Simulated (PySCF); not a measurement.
**Excitation energy of Al²⁺ by level of theory**

Al²⁺ [Ne] 3s1 (2S) → Al²⁺ [Ne] 3p1 (2P), as a difference of total energies. All numbers are calculated (PySCF 2.14, the non-relativistic Hamiltonian (point nucleus), in def2-QZVPPD (10s6p5d2f1g, 76 functions)). Correlated levels: valence and next inner shell: 1s2 frozen. The calculations carry no spin-orbit coupling.

```json
{"method": "UHF", "excitation energy (eV)": "6.520"}
{"method": "MP2 (valence and next inner shell)", "excitation energy (eV)": "6.647"}
{"method": "SCS-MP2 (valence and next inner shell)", "excitation energy (eV)": "6.620"}
{"method": "CCSD (valence and next inner shell)", "excitation energy (eV)": "6.647"}
{"method": "CCSD(T) (valence and next inner shell)", "excitation energy (eV)": "6.650"}
```

Question: How much does correlation contribute at CCSD(T) (valence and next inner shell)?

Answer: 6.650 − (6.520) = 0.130 eV, measured against UHF.

A first-order spin-orbit estimate (lowest level to lowest level, LS coupling) adds -0.015 eV.
